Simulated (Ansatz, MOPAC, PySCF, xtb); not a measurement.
HBr (SMILES Br) and Si2H6 (SMILES [SiH3][SiH3]) are pulled apart as rigid monomers along the line of their centres of mass, from the B3LYP-D3(BJ)/def2-TZVP minimum. Starting geometry (charge 0, multiplicity 1):
```xyz
10

Br    -0.49930     0.26645    -0.20399
H      0.26136    -0.57132     0.66736
Si     0.77350    -1.00939     3.72370
Si    -0.75512     0.76689     3.82268
H      2.06809    -0.62673     4.33648
H      1.04301    -1.40129     2.31335
H      0.24235    -2.20248     4.42541
H     -0.98765     1.11710     5.24543
H     -2.04251     0.37153     3.20695
H     -0.21329     1.95068     3.11714
```

Interaction energies with rigid monomers; basis-set methods are counterpoise corrected unless marked otherwise.

Rows in 3-21G, LANL2DZ carry no dispersion term and start afresh at each structure; the Pople sets are all-electron and without relativity. LANL2DZ brings its own core potentials from Na on. The state reached by PM7 isn't checked; PM7 holds dispersion and hydrogen-bond terms.

The values were computed with Ansatz (Gaussian basis) for Hartree–Fock, density functionals and correlated methods; MOPAC for PM7 (differences of heats of formation); PySCF for 3-21G rows, LANL2DZ rows, the dispersion terms; xtb for the GFN methods. Values without a source in brackets are computed.

```tsv
H2···H6 (Å)	PM7 (kJ/mol)	GFN1-xTB (kJ/mol)	r2SCAN-D4/def2-TZVPPD (kJ/mol)	B3LYP/3-21G (no counterpoise) (kJ/mol)	B3LYP/LANL2DZ (no counterpoise) (kJ/mol)
1.82	0.6	-9.0	-4.5	-3.2	6.2
2.00	-1.9	-8.7	-5.6	?	2.2
2.28	-3.0	-6.9	-5.2	-4.5	0.0
2.75	-2.5	?	-3.2	-2.1	-0.4
3.51	-0.9	-1.5	-1.2	-0.2	-0.1
```

Complete the blanks.


- 2.75, GFN1-xTB (kJ/mol): -3.9
- 2.00, B3LYP/3-21G (no counterpoise) (kJ/mol): -5.0

Ansatz is a first-principles code.
